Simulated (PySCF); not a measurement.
`n1(CC=C)cc(C)nn1`, C6H9N3

Geometry:
```
atom   x (Å)   y (Å)   z (Å)
  C1  -3.193   0.642   0.452
  C2  -2.246   0.370  -0.424
  C3  -1.468  -0.912  -0.451
  N4  -0.052  -0.657  -0.475
  C5   0.704  -0.046   0.466
  C6   1.978  -0.041  -0.066
  C7   3.247   0.493   0.490
  N8   1.910  -0.638  -1.275
  N9   0.704  -0.998  -1.509
 H10  -3.738   1.570   0.432
 H11  -3.473  -0.061   1.221
 H12  -1.972   1.083  -1.190
 H13  -1.689  -1.468  -1.368
 H14  -1.718  -1.532   0.417
 H15   0.299   0.313   1.388
 H16   3.230   1.583   0.501
 H17   4.074   0.161  -0.131
 H18   3.395   0.144   1.510
```

The calculation used GIAO PBE0/pcSseg-1 magnetisability, rotational g tensor and spin-rotation constants, non-relativistic, gas phase in PySCF. Geometry: GFN2-xTB.

Problem. Give the nuclear spin-rotation constants along the inertial axes (H = +C I·J) beside the isotropic shieldings.

Solution. Rotational constants 4.2508, 0.9419, 0.8164 GHz. A star marks the isotopologue with that one atom substituted, in its own axes.
```csv
atom,isotope,Caa (kHz),Cbb (kHz),Ccc (kHz),mean (kHz),σ (ppm)
N4,14N,0.886,0.125,0.075,0.362,-4.1
N8,14N,1.104,0.232,0.066,0.467,-118.0
N9,14N,1.241,0.192,0.090,0.508,-133.6
H10,1H,-0.230,-0.060,-0.009,-0.100,26.2
H11,1H,-0.384,-0.107,0.064,-0.142,26.0
H12,1H,-0.398,-0.110,0.076,-0.144,25.5
H13,1H,-0.356,0.049,-0.082,-0.130,26.2
H14,1H,-0.394,-0.096,0.037,-0.151,27.2
H15,1H,-0.289,0.058,-0.080,-0.103,24.3
H16,1H,-0.436,-0.048,-0.020,-0.168,29.2
H17,1H,0.011,-0.064,-0.086,-0.046,28.9
H18,1H,-0.428,-0.061,-0.011,-0.167,29.3
C1,13C*,0.987,0.205,0.367,0.520,62.7
C2,13C*,1.109,0.222,0.413,0.581,41.5
C3,13C*,0.766,0.200,0.164,0.377,130.8
C5,13C*,1.386,0.400,0.140,0.642,59.9
C6,13C*,1.756,0.380,0.168,0.768,37.9
C7,13C*,0.541,0.128,0.112,0.260,173.5
```
For the geometry as given, no vibrational averaging.
